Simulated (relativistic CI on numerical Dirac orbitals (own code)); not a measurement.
Ru⁷⁺: 3p photoemission

Computed with this model: Dirac-Coulomb-Breit CI, orbitals from a KLI potential per configuration, model QED, valence Slater integrals scaled by 0.9, multiplet model of photoemission in the sudden approximation; configurations [Kr] 4d → [Ne] 3s2 3p5 3d10 4s2 4p6 4d; 300 K; Lorentzian 2 eV and Gaussian 0.6 eV FWHM. Energies are those of the free ion, without screening or charge transfer. The energies are binding energies and can lie tens of eV above those of solids. S is read from ⟨S²⟩ = S(S + 1).

Computed curve for free ion, scaled to 100 at the maximum (points under 2 are left out and the grid is thinned):

| Energy (eV) | Intensity |
| --- | --- |
| 584.0 | 2.0 |
| 584.8 | 2.5 |
| 585.4 | 2.9 |
| 586.2 | 3.8 |
| 587.0 | 5.0 |
| 587.8 | 7.0 |
| 588.4 | 9.5 |
| 589.2 | 15.3 |
| 590.0 | 27.9 |
| 590.8 | 54.6 |
| 591.4 | 82.4 |
| 592.2 | 99.8 |
| 593.0 | 75.8 |
| 593.8 | 42.9 |
| 594.4 | 25.9 |
| 595.2 | 14.4 |
| 596.0 | 9.1 |
| 596.8 | 6.3 |
| 597.4 | 5.0 |
| 598.2 | 3.8 |
| 599.0 | 3.0 |
| 599.8 | 2.5 |
| 600.4 | 2.2 |
| 608.6 | 2.1 |
| 609.4 | 2.5 |
| 610.2 | 3.2 |
| 610.8 | 4.1 |
| 611.6 | 6.0 |
| 612.4 | 9.7 |
| 613.2 | 18.1 |
| 613.8 | 31.5 |
| 614.6 | 55.1 |
| 615.4 | 49.8 |
| 616.2 | 26.2 |
| 616.8 | 15.3 |
| 617.6 | 8.4 |
| 618.4 | 5.2 |
| 619.2 | 3.6 |
| 619.8 | 2.8 |
| 620.6 | 2.1 |

The ground state has S = 0.50, and the centroid lies at 599.74 eV.
